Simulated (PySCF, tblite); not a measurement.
Isomers of C6H13PS. All values are computed: GFN2-xTB (tblite) harmonic vibrations without scaling, gas phase. The method is semi-empirical: single wavenumbers can be off by several per cent or more. Modes of hydrogen on phosphorus can be 10 to 20 % off. One conformer each.

Electronic energies: PBE0/pcSseg-1 single points on the GFN2-xTB geometries (PySCF, gas phase).

```json
{"SMILES": "C[C@@H]1CCC[P@@]1(C)=S", "electronic energy, lowest = 0 (kcal/mol)": "3.6"}
{"SMILES": "CP1(=S)CCCCC1", "electronic energy, lowest = 0 (kcal/mol)": "0.0"}
{"SMILES": "CC(C)[C@@H]1CC[P@@H]1=S", "electronic energy, lowest = 0 (kcal/mol)": "29.5"}
{"SMILES": "C=CC[P@@](C)(=S)CC", "electronic energy, lowest = 0 (kcal/mol)": "23.3"}
{"SMILES": "CC[P@]1(=S)C[C@H](C)C1", "electronic energy, lowest = 0 (kcal/mol)": "20.0"}
```

Task: How do GFN2-xTB zero-point energies change the relative energies?

Result: 
```csv
SMILES,ZPE (kcal/mol),of it from modes above 1550 cm⁻¹,electronic (kcal/mol),"with ZPE, lowest = 0 (kcal/mol)",lowest mode (cm⁻¹),rings
CP1(=S)CCCCC1,111.8,55.2,0.0,0.0,100,1
C[C@@H]1CCC[P@@]1(C)=S,111.4,55.5,3.6,3.2,54,1
CC[P@]1(=S)C[C@H](C)C1,110.9,55.7,20.0,19.1,59,1
C=CC[P@@](C)(=S)CC,108.3,58.4,23.3,19.9,39,0
CC(C)[C@@H]1CC[P@@H]1=S,110.9,54.6,29.5,28.7,92,1
```

The zero-point energies span 3.5 kcal/mol, from `C=CC[P@@](C)(=S)CC` to `CP1(=S)CCCCC1`. The order is unchanged.

Task: And how do the electronic energies of GFN2-xTB itself compare?

Result: `CP1(=S)CCCCC1` 0.0; `C[C@@H]1CCC[P@@]1(C)=S` 1.6; `CC[P@]1(=S)C[C@H](C)C1` 16.8; `C=CC[P@@](C)(=S)CC` 31.0; `CC(C)[C@@H]1CC[P@@H]1=S` 17.5 kcal/mol, lowest = 0. Against the energies above, taken from the same isomer `CP1(=S)CCCCC1`, the largest difference is 12.0 kcal/mol.

Task: What do entropy and thermal enthalpy add at 298.15 K and 1 bar (rigid rotor, harmonic oscillator, one conformer each)?

Result: 
```csv
SMILES,point group,symmetry number,S (cal/(mol K)),H − H(0) (kcal/mol),ZPE + H − H(0) − TS (kcal/mol)
CP1(=S)CCCCC1,Cs,1,94.9,6.64,90.1
C[C@@H]1CCC[P@@]1(C)=S,C1,1,97.3,6.91,89.3
CC[P@]1(=S)C[C@H](C)C1,C1,1,100.5,7.19,88.1
C=CC[P@@](C)(=S)CC,C1,1,108.3,8.07,84.1
CC(C)[C@@H]1CC[P@@H]1=S,C1,1,95.9,6.73,89.1
```
